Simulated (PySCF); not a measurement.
VBr4, SMILES [Br][V]([Br])([Br])[Br] (connectivity only; charge and spin as stated), neutral, multiplicity 2.

Geometry optimised at B3LYP-D3(BJ)/def2-SVP. The spin state was assumed, not searched.

Level of theory: PBE/def2-TZVP (PySCF).

Isolated molecule, no solvent.

```
Item                                                                                                              Result
---------------------------------------------------------------------------------------------  -------------------------
total energy                                                                                        -11239.09692 hartree
point group                                                                                                          D2d
α spin, highest occupied and lowest empty level                                                       -5.58 and -5.48 eV
β spin, highest occupied and lowest empty level                                                       -7.47 and -4.95 eV
dipole moment                                                                                                     0.00 D
quadrupole, principal values (traceless, Buckingham form, about the centre of nuclear charge)     -0.21, -0.21, 0.42 D·Å
mean static polarisability                                                                        129.1 bohr³ (19.14 Å³)
polarisability, principal values                                                               125.9, 130.8, 130.8 bohr³
⟨S²⟩                                                                                             0.765 (pure state 0.75)
```
